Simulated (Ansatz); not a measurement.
Ideal-gas functions of CH3Cl2FSSi, SMILES `CS[Si](F)(Cl)Cl` at 500 K and 1 bar, from an Ansatz frequency run at PBE0-D4/def2-TZVP.

Molar mass 165.09 g/mol, point group C1 (symmetry number 1), electronic degeneracy 1, moments of inertia 286.713, 401.005, 520.576 u Å². Harmonic wavenumbers (cm⁻¹, unscaled): 56, 109, 119, 157, 194, 225, 274, 293, 451, 622, 627, 719, 916, 976, 988, 1350, 1467, 1475, 3074, 3172, 3174.

Use S(trans) = R[1.5 ln M + 2.5 ln T − 1.1517]; rotational temperatures θ = 24.2544 K / I; S(rot) = R[ln(√π/σ · √(T³/θAθBθC)) + 1.5]; for each mode x = 1.438777 ν̃/T, S = R[x/(eˣ − 1) − ln(1 − e⁻ˣ)] and H = RT x/(eˣ − 1); 1 cm⁻¹ = 0.0119627 kJ/mol; R = 8.31446 J/(mol·K).

Task: By hand: the entropy, in J/(mol·K).

Result: Translation 183.3. Rotation: θ = 0.0846, 0.0605, 0.0466 K, giving 129.4. Vibration, mode by mode: 23.50, 17.99, 17.27, 14.99, 13.27, 12.07, 10.50, 9.98, 6.71, 4.50, 4.45, 3.61, 2.31, 2.02, 1.96, 0.85, 0.65, 0.63, 0.01, 0.01, 0.01, in all 147.3. Electronic 0.0. Sum 460.0 J/(mol·K).

Task: By hand: H − E and G − E in kJ/mol, counted from the electronic energy.

Result: Zero-point energy ½ × 20438 × 0.0119627 = 122.2; thermal vibration 35.0; translation, rotation and pV give 4 RT = 16.6. H − E = 173.8 kJ/mol, and G − E = 173.8 − 500 × 460.0/1000 = -56.2 kJ/mol.

Vibration gives 32 % of the entropy, 58.8 J/(mol·K) of it from the modes under 150 cm⁻¹: soft modes count most, and the harmonic formula is weakest for them. The sum counts one conformer and one mirror image; others add a mixing term.
